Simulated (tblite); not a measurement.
Species: C7H10 (charge +1 and doublet state).
Geometry (GFN2-xTB, Å), atoms numbered from 1 in this order:
```
atom  x, y, z in Å
C1    -2.9082    0.3610    0.2722
C2    -1.4518    0.2073    0.2018
C3    -0.8044   -0.9648    0.3715
C4     0.6610   -1.1719    0.3098
C5     1.5317   -0.0167    0.3105
C6     1.7814    1.2784    0.4850
C7     2.9322    0.4353    0.0902
H8    -3.4143   -0.5654    0.5277
H9    -3.1704    1.1348    0.9986
H10   -3.2865    0.7385   -0.6820
H11   -0.8839    1.1013   -0.0232
H12   -1.3804   -1.8672    0.5322
H13    0.8948   -1.8036   -0.5639
H14    0.9689   -1.8205    1.1480
H15    1.4744    2.2564    0.7699
H16    3.3311    0.4868   -0.9209
H17    3.7175    0.2222    0.8121
```

Level: GFN2-xTB in tblite, geometry and Hessian alike; calculated harmonic values, unscaled, isolated species. Against measured fundamentals such values can be off by several per cent, at times by over 20. One conformer, not necessarily the lowest. Open shells enter through the occupations alone, without spin polarisation, and single modes of such species can be off by tens of per cent.

Harmonic wavenumbers (cm⁻¹): 43.9, 80.7, 116.3, 165.3, 207.5, 272.7, 289.0, 366.3, 581.9, 606.1, 680.2, 768.0, 797.1, 816.1, 904.3, 908.4, 920.4, 935.6, 955.5, 1006.4, 1046.9, 1055.6, 1094.6, 1167.5, 1192.8, 1252.3, 1276.8, 1287.0, 1299.5, 1347.5, 1381.2, 1381.8, 1434.7, 1598.2, 1774.1, 2823.1, 2875.9, 2947.6, 2958.3, 2981.5, 2986.2, 3055.0, 3064.0, 3075.2, 3222.7.

A = 6776, B = 1336, C = 1148 MHz; mass 94.078 u (most abundant isotopes); point group C1, symmetry number 1; spin multiplicity 2.

Task: What is the zero-point energy?

Result: Half the sum of the wavenumbers: 30501 cm⁻¹ = 87.21 kcal/mol.

Task: Give the ideal-gas entropy at 200 K and 1 bar in the rigid-rotor, harmonic-oscillator model (classical rotation).

Result: Translation 37.58, rotation 26.64, vibration 15.92, spin (R ln 2) 1.38: S = 81.5 cal/(mol K).

Task: And Cp and H(200 K) − H(0)?

Result: Cp = 24.19 cal/(mol K), of which vibrations give 16.24 (their classical limit is 45 R = 89.4); H(200 K) − H(0) = 3.29 kcal/mol without the zero-point energy, 1.70 from vibrations.

Task: How do the functions run with temperature in this model?

Result: 
```tsv
T (K)	S (cal/(mol K))	Cp (cal/(mol K))	H − H(0) (kcal/mol)	G − H(0) (kcal/mol)	ln q(vib)
100	67.5	17.0	1.23	-5.52	1.53
300	92.9	32.9	6.13	-21.74	5.84
500	113.8	49.4	14.44	-42.44	10.04
800	140.8	65.4	31.87	-80.76	16.24
1000	156.2	72.4	45.68	-110.48	20.15
```

q(vib) and H(0) count from the zero-point level.

Task: Which modes carry the vibrational entropy at 200 K?

Result: 43.9 cm⁻¹: 4.29; 80.7 cm⁻¹: 3.10; 116.3 cm⁻¹: 2.40; 165.3 cm⁻¹: 1.76; 207.5 cm⁻¹: 1.37; 272.7 cm⁻¹: 0.94 cal/(mol K); the other 39 give 2.08 together.

Hindered rotation and anharmonicity are outside this model. Other conformers, if any are populated, would add a mixing term that is left out. The structure is chiral; the term R ln 2 for an equal mix with its mirror image is left out.

Hardware: one thread of an Arm Neoverse N1 (shared host). Cost: 0.72 s of wall time. The figure is for the frequency step alone.
